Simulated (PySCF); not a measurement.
Species: `C#C[C@H]1[SiH2]O[SiH2]C1`. The columns A, B, C and D hold Mulliken, IAO, Hirshfeld and ESP-fitted charges (e) of one PBE0/pcSseg-1 density (PySCF), in a shuffled order. Coordinates in Å (GFN2-xTB); the density's dipole moment is (0.26, -0.94, 0.15) D.

```tsv
atom	x	y	z	A	B	C	D
C1	2.845	-0.411	-1.182	-0.415	-0.135	-0.398	-0.274
C2	1.890	-0.226	-0.483	-0.156	-0.046	+0.306	-0.026
C3	0.706	-0.029	0.314	+0.189	-0.098	-0.577	-0.403
C4	-0.344	-1.128	0.036	-0.411	-0.158	-0.498	-0.550
Si5	-2.050	-0.423	0.515	+0.549	+0.414	+0.876	+0.999
O6	-1.699	1.175	0.374	-0.469	-0.318	-0.734	-0.891
Si7	-0.170	1.667	0.062	+0.493	+0.419	+0.930	+1.019
H8	3.693	-0.565	-1.779	+0.300	+0.087	+0.036	+0.199
H9	1.001	-0.091	1.369	+0.053	+0.053	+0.178	+0.170
H10	-0.074	-2.050	0.551	+0.118	+0.042	+0.155	+0.156
H11	-0.331	-1.358	-1.033	+0.140	+0.042	+0.158	+0.158
H12	-3.110	-0.695	-0.446	-0.099	-0.076	-0.110	-0.138
H13	-2.417	-0.656	1.909	-0.110	-0.080	-0.112	-0.146
H14	0.177	2.646	1.084	-0.103	-0.073	-0.109	-0.136
H15	-0.123	2.153	-1.312	-0.077	-0.074	-0.102	-0.138
```

Q: Which column most likely holds the ESP-fitted charges?

A: A. Σ q r misses the density's dipole by 0.02 D (A), 0.41 D (D), 0.98 D (B), 3.82 D (C). Charges fitted to the outside potential are the only set here that is tied to the molecule's multipoles.

Q: And the Hirshfeld charges?

A: B. The mean sizes are 0.141 e (B), 0.245 e (A), 0.352 e (C), 0.360 e (D), and Hirshfeld charges are commonly the smallest of these schemes.

As computed, A = ESP-fitted, B = Hirshfeld, C = Mulliken, D = IAO. Hydrogens on carbon: ESP-fitted +0.05 to +0.30, Hirshfeld +0.04 to +0.09, Mulliken +0.04 to +0.18, IAO +0.16 to +0.20 e.

The Hirshfeld scheme weights the molecular density at each point by an atom's share of the summed free-atom densities. The ESP scheme is a least-squares fit of atom-centred charges to the potential on four shells outside the van der Waals surface, with the total charge fixed.

The structure is a single GFN2-xTB conformer in the gas phase; no vibrational or solvent corrections.

These values come from a run that also computed NMR shieldings. On one thread of an Intel Xeon at 2.60 GHz (shared host), this took 27 s and 0.79 GiB of memory at its peak.
